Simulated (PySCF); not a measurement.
water (H2O), SMILES O. Atoms are numbered in the order given.

```xyz
3

O      0.0000     0.0000    -0.1171
H      0.0000    -0.7613     0.4682
H      0.0000     0.7613     0.4682
```

Coordinates come from a PBE0-D3(BJ)/def2-TZVPD optimisation.

These are PySCF 2.14.0 with TDA-B3LYP/def2-TZVPD values and carry that method's errors.

Vertical excitations.  State labels are in the subgroup C2v.

```csv
state,symmetry,energy (eV),λ (nm),f,main pairs
S1,B1,7.19,173,0.050,HOMO→LUMO 100 %
S2,A2,8.79,141,0.000,HOMO→LUMO+1 98 %
S3,A1,9.32,133,0.093,HOMO−1→LUMO 89 %
S4,B1,9.79,127,0.006,HOMO→LUMO+3 99 %
S5,A1,10.13,122,0.009,HOMO→LUMO+2 85 %
S6,B2,10.95,113,0.016,HOMO−1→LUMO+1 99 %
S7,A2,11.12,111,0.000,HOMO→LUMO+4 98 %
S8,B1,11.76,105,0.005,HOMO−1→LUMO+2 87 %
S9,B1,11.89,104,0.029,HOMO→LUMO+5 87 %
S10,A1,12.09,103,0.016,HOMO−1→LUMO+3 92 %
T1,B1,6.74,184,0,HOMO→LUMO 98 %
T2,A2,8.60,144,0,HOMO→LUMO+1 95 %
T3,A1,8.79,141,0,HOMO−1→LUMO 98 %
T4,A1,9.45,131,0,HOMO→LUMO+2 98 %
```
Triplets are in the Tamm–Dancoff approximation.
